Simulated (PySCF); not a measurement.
PySCF job for Si(F)(Cl)(vinyl)(NH2) (C₂H₅ClFNSi), SMILES [Si](N)(Cl)(C=C)F, PBE/pcSseg-1. Geometry: B3LYP-D3(BJ)/def2-SVP. The structure was generated by enumeration, and PubChem lists no compound with its InChIKey, so it may never have been made. The values are those of a single conformer.

```python
import numpy as np
from pyscf import gto, scf, dft
from pyscf.prop.nmr import rks as nmr

mol = gto.M(
    atom='''
    C    -2.23971199    0.56526758   -1.27024879
    C    -1.53161743   -0.39203400   -0.65492918
    Si    0.23795771   -0.15582525   -0.17950627
    N     0.93881092    1.15495218   -1.01835042
    F     0.98885758   -1.57892630   -0.43873126
    Cl    0.48555281    0.22465602    1.84037044
    H    -1.79391678    1.53656081   -1.51057294
    H    -3.28810367    0.42342328   -1.55529532
    H    -2.01625427   -1.34923697   -0.42529420
    H     1.72228649    1.66250616   -0.62039416
    H     0.94676445    1.17541804   -2.03355098
    ''',
    basis='pcSseg-1',
    charge=0,
    spin=0,
    max_memory=1600,
    verbose=3,
)
mf = dft.RKS(mol, xc='pbe')
mf.grids.level = 3
mf.conv_tol = 1e-10
mf.max_cycle = 100
mf.kernel()
n = nmr.NMR(mf)
n.verbose = 2
n.max_cycle_cphf = 60
sigma = n.kernel()
print('atom   isotropic/ppm   span/ppm')
for i, s in enumerate(sigma):
    w = np.linalg.eigvalsh((s + s.T) / 2)
    print(f'{mol.atom_symbol(i):2s}{i + 1:3d} {w.mean():14.3f} {w[2] - w[0]:11.3f}')
```

Program output:

```
converged SCF energy = -982.995195990151
atom   isotropic/ppm   span/ppm
C   1         33.536     248.340
C   2         41.455     228.918
Si  3        347.866      45.983
N   4        225.738      67.797
F   5        264.476     101.803
Cl  6        873.219     277.909
H   7         24.745       8.782
H   8         24.772       5.863
H   9         25.027       4.310
H  10         29.985      16.513
H  11         30.196      17.350
```

The run converged.
